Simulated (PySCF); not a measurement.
# Ionisation energy of Al²⁺ by level of theory

Al²⁺ [Ne] 3s1 (2S) → Al³⁺ [Ne] (1S), as a difference of total energies. Computed with PySCF 2.14 in aug-cc-pCVTZ-DK (8s7p5d3f, 75 functions), with the spin-free X2C one-electron Hamiltonian (Gaussian nucleus). Correlated levels: valence and next inner shell: 1s2 frozen. The calculations carry no spin-orbit coupling.

| method | ionisation energy (eV) |
| --- | --- |
| UHF | 28.088 |
| MP2 (valence and next inner shell) | 28.358 |
| SCS-MP2 (valence and next inner shell) | 28.299 |
| CCSD (valence and next inner shell) | 28.360 |
| CCSD(T) (valence and next inner shell) | 28.366 |

Question: How much does correlation contribute at CCSD(T) (valence and next inner shell)?

Answer: 28.366 − (28.088) = 0.278 eV, measured against UHF.

Errors of the correlated levels include the incompleteness of this basis and the frozen core.

For comparison: 28.448 eV (measured; NIST Atomic Spectra Database, ionization energies).
